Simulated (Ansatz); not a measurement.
Species: SrCl$_{2}$, net charge 0, singlet state. 
Coordinates optimised at B3LYP-D3(BJ)/def2-TZVP (Ansatz, a quantum-chemistry and plane-wave program):
```
Sr
Cl 1 2.6212
Cl 1 2.6212 2 143.83
```
Charge 0, spin multiplicity 1.

Basis-set convergence of Hartree-Fock and CCSD(T) correlation energies (hartree) with Ansatz. Cores are frozen in the correlated levels unless marked. Spin-orbit coupling is left out. Frozen are the shells of the preceding noble gas and the d and f shells that filled before the atom's block. The outer core of K, Ca and their heavier congeners is not correlated, a term that matters for these elements. Past Kr the def2 sets carry scalar-relativistic core potentials.

| basis | functions | E(HF) | E(corr, CCSD(T)) | rough core time |
|---|---|---|---|---|
| def2-SVP | 59 | -949.25501 | -0.30746 | under 20 s |
| def2-TZVPP | 124 | -949.57224 | -0.45159 | under 20 s |
| def2-QZVPP | 203 | -949.60287 | -0.49949 | 25 s |

Extrapolating the two largest sets (X = 3 and 4) as X^-3: E(corr) = (64·(-0.49949) - 27·(-0.45159))/37 = -0.5344 Eh, an estimate of the basis-set limit. The largest set recovers 93.5 % of it, the smallest 57.5 %.
